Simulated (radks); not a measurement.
Values are calculated unless marked as measured or tabulated.
Initial-state core-level shifts of the indium ion In2+ when its valence configuration changes from [Kr] 4d10 5s1. Level of theory: Dirac Kohn-Sham, PBE, spin-unpolarised, spherical densities, finite nucleus; open shells are shared between the two j in proportion to 2j + 1; Fermi nuclear charge, rms radius 4.6156 fm (a radial shooting solver on a logarithmic mesh with Libxc functionals). Shifts are changes of the shell-averaged eigenvalues in eV (positive: less bound); the change of the density at the nucleus, which sets a Mossbauer isomer shift, is in e/bohr^3, on a base of 1.747e+05.

valence                2s       3s       3p       3d  density at nucleus
4d9 5s2            -6.765   -6.534   -6.536   -6.584              +52.37
4d9 5s1 5p1        -8.184   -7.973   -7.973   -8.019              +11.29
4d8 5s1 5p2       -16.664  -16.166  -16.167  -16.272              +23.80
4d9.5 5s1 5p0.5    -4.054   -3.958   -3.958   -3.979               +5.49
4d10 5p1           -1.451   -1.474   -1.473   -1.470              -38.40
4d8 5s2 5p1       -15.318  -14.802  -14.804  -14.910              +69.63
4d8 5s1.5 5p1.5   -15.996  -15.489  -15.490  -15.595              +46.94
4d9.5 5s1.5        -3.330   -3.224   -3.224   -3.247              +25.10
4d10 5s0.5 5p0.5   -0.731   -0.743   -0.742   -0.741              -18.94
